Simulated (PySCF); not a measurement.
CH5FN2Si2, SMILES N1[Si@@H](C=N[SiH2]1)F. Atoms are numbered in the order given.

```xyz
11

F     -2.0391     1.2193    -0.3141
Si    -1.0296    -0.0464    -0.6100
C     -0.5612    -0.9404     1.0258
N      0.6732    -0.8968     1.3970
Si     1.7357    -0.0196     0.2562
N      0.5884     0.4381    -1.0009
H     -1.7264    -0.8307    -1.6808
H     -1.2989    -1.4678     1.6789
H      2.3726     1.1388     0.9687
H      2.8125    -0.9411    -0.2403
H      0.8432     0.9048    -1.8734
```

The structure is a stationary point at PBE-D3(BJ)/def2-SVP. The structure was generated by enumeration; whether it is a known compound was not checked.

Two levels are set side by side: PBE/pcSseg-1 (PySCF) and PBE0/pcSseg-1 (PySCF). GIAO shifts against CFCl3 (¹⁹F), NH3 (¹⁵N), TMS (²⁹Si), TMS (¹H), TMS (¹³C) at the same level; non-relativistic, no solvent, atoms listed together averaged. Differences are taken from unrounded values.

```
quantity                PBE0
--------------------  ------
δ(¹⁹F) of F1 (ppm)    -158.1
δ(²⁹Si) of Si2 (ppm)   -29.4
δ(¹³C) of C3 (ppm)     211.0
δ(¹⁵N) of N4 (ppm)     499.2
δ(²⁹Si) of Si5 (ppm)   -11.9
δ(¹⁵N) of N6 (ppm)      43.5
δ(¹H) of H7 (ppm)       5.63
δ(¹H) of H8 (ppm)      10.55
δ(¹H) of H11 (ppm)      2.06
```

**Question.** What does PBE give, and how far is it from PBE0? (Estimate from the structure and the level; the computed values follow.)

**Answer.** 
```tsv
quantity	PBE	PBE minus PBE0
δ(¹⁹F) of F1 (ppm)	-173.2	-15.1
δ(²⁹Si) of Si2 (ppm)	-29.7	-0.3
δ(¹³C) of C3 (ppm)	208.8	-2.2
δ(¹⁵N) of N4 (ppm)	486.0	-13.2
δ(²⁹Si) of Si5 (ppm)	-12.4	-0.5
δ(¹⁵N) of N6 (ppm)	51.8	8.3
δ(¹H) of H7 (ppm)	5.90	0.27
δ(¹H) of H8 (ppm)	10.53	-0.01
δ(¹H) of H11 (ppm)	2.11	0.05
```

Rough cost on one machine, each run with all the roots and properties that it gave: PBE0 against PBE within a factor of 2.
